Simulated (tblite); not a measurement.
Parent: `[CH3:1][O:2][CH2:3][CH2:4][PH:5][CH:6]1[CH2:7][CH2:8]1` with C1–O2–C3–C4 -175°, O2–C3–C4–P5 35°, C3–C4–P5–C6 179°, C4–P5–C6–C7 -96°, C6H13OP.

The geometries are computed with GFN2-xTB (gas phase). One conformer each, not checked by frequencies here.

```tsv
coordinate of the parent	value
C1–O2	1.402 Å
O2–C3	1.409 Å
C3–C4	1.520 Å
C4–P5	1.870 Å
P5–C6	1.844 Å
C6–C7	1.503 Å
C7–C8	1.492 Å
C6–C8	1.501 Å
C1–O2–C3	114.1°
O2–C3–C4	105.5°
C3–C4–P5	106.0°
C4–P5–C6	96.0°
P5–C6–C7	117.9°
P5–C6–C8	118.8°
C7–C6–C8	59.6°
C6–C7–C8	60.2°
C6–C8–C7	60.3°
```

Question: How does the shared frame change in `[CH2:1]=[C:2]([CH3:3])[PH:4][CH:5]1[CH2:6][CH2:7]1` with C1–C2–P4–C5 114°, C2–P4–C5–C6 -60°, C6H11P? Atoms pair as C3 = C1, C4 = C2, P5 = P4, C6 = C5, C7 = C6, C8 = C7 (parent first).

Answer: 
| parent | relative | value in the relative | change |
| --- | --- | --- | --- |
| C3–C4 | C1=C2 | 1.325 Å | -0.195 |
| C4–P5 | C2–P4 | 1.836 Å | -0.034 |
| P5–C6 | P4–C5 | 1.844 Å | 0.000 |
| C6–C7 | C5–C6 | 1.500 Å | -0.003 |
| C7–C8 | C6–C7 | 1.495 Å | +0.003 |
| C6–C8 | C5–C7 | 1.501 Å | 0.000 |
| C3–C4–P5 | C1–C2–P4 | 122.1° | +16.1 |
| C4–P5–C6 | C2–P4–C5 | 98.5° | +2.5 |
| P5–C6–C7 | P4–C5–C6 | 121.0° | +3.1 |
| P5–C6–C8 | P4–C5–C7 | 119.8° | +1.0 |
| C7–C6–C8 | C6–C5–C7 | 59.8° | +0.2 |
| C6–C7–C8 | C5–C6–C7 | 60.1° | -0.1 |
| C6–C8–C7 | C5–C7–C6 | 60.1° | -0.2 |

Of the parent's bonds, C3–C4 changes most (-0.195 Å). Bonds of the relative outside the shared frame: C2–C3 1.497 Å. Point group C1 → C1.

Question: How does the shared frame change in `[CH3:1][PH:2][CH:3]1[CH2:4][CH2:5]1` with C1–P2–C3–C4 166°, C4H9P? Atoms pair as C4 = C1, P5 = P2, C6 = C3, C7 = C5, C8 = C4 (parent first).

Answer: 
| parent | relative | value in the relative | change |
| --- | --- | --- | --- |
| C4–P5 | C1–P2 | 1.852 Å | -0.018 |
| P5–C6 | P2–C3 | 1.838 Å | -0.006 |
| C6–C7 | C3–C5 | 1.503 Å | 0.000 |
| C7–C8 | C5–C4 | 1.492 Å | 0.000 |
| C6–C8 | C3–C4 | 1.502 Å | +0.001 |
| C4–P5–C6 | C1–P2–C3 | 98.0° | +2.0 |
| P5–C6–C7 | P2–C3–C5 | 118.0° | +0.1 |
| P5–C6–C8 | P2–C3–C4 | 118.7° | -0.1 |
| C7–C6–C8 | C5–C3–C4 | 59.5° | -0.1 |
| C6–C7–C8 | C3–C5–C4 | 60.2° | 0.0 |
| C6–C8–C7 | C3–C4–C5 | 60.3° | 0.0 |

Of the parent's bonds, C4–P5 changes most (-0.018 Å). Point group C1 → C1.

Question: How does the shared frame change in `[CH3:1][O:2][CH2:3][CH2:4][PH:5][SiH3:6]` with C1–O2–C3–C4 -172°, O2–C3–C4–P5 61°, C3–C4–P5–Si6 -69°, C3H11OPSi? Atoms pair as C1 = C1, O2 = O2, C3 = C3, C4 = C4, P5 = P5 (parent first).

Answer: 
| parent | relative | value in the relative | change |
| --- | --- | --- | --- |
| C1–O2 | C1–O2 | 1.403 Å | +0.001 |
| O2–C3 | O2–C3 | 1.407 Å | -0.002 |
| C3–C4 | C3–C4 | 1.518 Å | -0.002 |
| C4–P5 | C4–P5 | 1.868 Å | -0.002 |
| C1–O2–C3 | C1–O2–C3 | 113.8° | -0.3 |
| O2–C3–C4 | O2–C3–C4 | 107.8° | +2.3 |
| C3–C4–P5 | C3–C4–P5 | 109.0° | +3.0 |

No shared bond changes by more than 0.004 Å. Bonds of the relative outside the shared frame: P5–Si6 2.240 Å. Point group C1 → C1.
